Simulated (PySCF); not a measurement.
Atoms are numbered as in `[CH:1]#[C:2][C:3](=[CH2:4])[O:5]/[CH:6]=[C:7](/[F:8])[C:9]([F:10])([F:11])[F:12]`; H(Xn) means a hydrogen on atom n. Ha(C4) is cis to C2; Hb(C4) is trans to C2.

PySCF 2.14.0 with density-fitted response routines calculation with GFN2-xTB structure and shielding tensors at PBE0/pcSseg-1 (GIAO); fast rotation and ring inversion assumed for equivalent nuclei, gas phase, one computed conformer, non-relativistic.

Referencing at the same level of theory: ¹³C (σ = 186.93 ppm), ¹H (σ = 31.72 ppm) against TMS; ¹⁷O (σ = 336.08 ppm) vs H2O; ¹⁹F (σ = 170.95 ppm) vs CFCl3.

```
      atoms  nucleus  count  Hirshfeld charge  δ (ppm)
         C2      ¹³C      1             -0.04     77.2
         C6      ¹³C      1              0.02        ?
     Ha(C4)       ¹H      1              0.06     5.59
         O5      ¹⁷O      1             -0.07    163.4
         C1      ¹³C      1             -0.07     96.9
      H(C1)       ¹H      1              0.11     3.20
         C9      ¹³C      1              0.25        ?
         C7      ¹³C      1              0.02    148.2
         C3      ¹³C      1              0.08    147.7
     Hb(C4)       ¹H      1              0.06        ?
         C4      ¹³C      1             -0.10        ?
         F8      ¹⁹F      1             -0.08   -190.4
      H(C6)       ¹H      1              0.05     8.05
F10/F11/F12      ¹⁹F      3             -0.10    -80.3
```

Fill in the missing shifts.

Answers


- C6: 141.5 ppm, alkene carbon bearing oxygen; an sp2 carbon further deshielded by the attached heteroatom
- C9: 129.7 ppm, CF3 carbon; 3 electronegative neighbours deshield it
- C4: 116.0 ppm, β carbon of an enol-ether or enamine type C=C
- Hb(C4): 5.72 ppm, hydrogen on a β carbon of an enol-ether or enamine type C=C; attached to an sp2 carbon and in the plane of the double bond

Shifts are as computed. Against solution values, carbons near 30 ppm lie about +3 ppm off and those near 130 ppm about +5 ppm. Of 1211 compounds with measured shifts, 218 miss one by over three times the rms of a fit or turn the order of signals round; such compounds aren't used in these exercises. Unscaled 19F shifts against computed CFCl3 carry errors that often reach 10 to 50 ppm. Experimental scales use liquid or dissolved standards, which lie at an offset from isolated H2O (liquid H2O: subtract about 36 ppm).
